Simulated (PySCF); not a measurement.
Al(AsH2)(F)2 (AlAsF2H2), SMILES [F][Al]([F])[AsH2]. Atoms are numbered in the order given.

```xyz
6

Al     1.0352    -0.0109     0.0000
As    -1.3629     0.0616     0.0000
H     -1.3853    -0.9902     1.1052
H     -1.3853    -0.9902    -1.1052
F      1.9050     0.0050    -1.4116
F      1.9050     0.0050     1.4116
```
Charge 0, spin multiplicity 1.

The structure is a stationary point at PBE0-D3(BJ)/def2-SVP.

Method: r2SCAN/def2-TZVPD (PySCF).

Mulliken values depend strongly on the basis, most of all with diffuse functions as here. ESP charges are fitted to the potential on shells at 1.4 to 2.0 van der Waals radii. Atomic charges (e):

| atom | Mulliken | IAO | ESP fit |
|---|---|---|---|
| Al1 | 0.75 | … | 0.91 |
| As2 | -0.47 | … | -0.17 |
| H3 | 0.19 | … | 0.02 |
| H4 | 0.19 | … | 0.02 |
| F5 | -0.32 | … | -0.39 |
| F6 | -0.32 | … | -0.39 |

Question: Fill in the missing entries. (The exact figures need the calculation; the answer reports its results.)

Answer: 
- Al1, IAO: 1.28
- As2, IAO: -0.17
- H3, IAO: 0.01
- H4, IAO: 0.01
- F5, IAO: -0.57
- F6, IAO: -0.57
